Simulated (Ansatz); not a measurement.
Compare A (`B[Si](O)(F)OC`) with its isomer B (`OCB(F)O[SiH3]`).

Calculated with Ansatz (gas phase, PBE0-D4/def2-TZVP geometries, no zero-point term in ΔE). CCSD(T)/CBS is the MP2 limit (def2-TZVPP, def2-QZVPP) plus CCSD(T) − MP2 in def2-TZVPP, frozen cores. Functionals use def2-TZVPP. B3LYP here is the variant with VWN-RPA as its local correlation; programs differ in this. One conformer a species, not always the lowest.

Question: Which is lower in electronic energy at CCSD(T)/CBS, and by how much? (An estimate is asked.)

Answer: Computed: B, by 50.5 kJ/mol.

Question: Give E(B) − E(A) in kJ/mol with B3LYP-D4, CCSD(T)/def2-TZVPP, CCSD/def2-TZVPP, HF/def2-TZVPP, B3LYP, B2PLYP, r2SCAN-D4. (Best estimate.)

Answer: The calculation gave: B3LYP-D4 -58.6, CCSD(T)/def2-TZVPP -56.3, CCSD/def2-TZVPP -54.6, HF/def2-TZVPP -51.6, B3LYP -59.0, B2PLYP -56.7, r2SCAN-D4 -58.7. None reverses the order clearly.

Largest T1 diagnostic: 0.012.

In def2-TZVPP, CCSD(T) changes the Hartree–Fock value by −4.8 kJ/mol (the triples alone add −1.7 kJ/mol) and MP2 by −4.2 kJ/mol.
